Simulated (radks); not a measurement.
Task: Spherical quantum dot in the effective-mass picture: electrons in a hard-walled sphere of radius 5.57, with a point charge +1 (a donor) at the centre, all in effective atomic units (hartree* = m*/eps^2 hartree, bohr* = eps/m* bohr), one dielectric constant everywhere. Calculated with a radial shooting solver with Libxc functionals: non-relativistic Kohn-Sham, LDA (Slater exchange, Perdew-Wang correlation), spin-polarised, spherical densities. Levels are named by radial order and angular momentum (1s, 1p, 1d, 2s, ...), and open shells are averaged over m. At N = 5 the configuration is 1s2 1p(up 3, down 0). Does electron 6 go into 1p down or 2s down or 2s up?

Result: Into 1p down. The total energies of the other choices lie higher by 0.0901 hartree* (2s up), 0.117 hartree* (2s down).
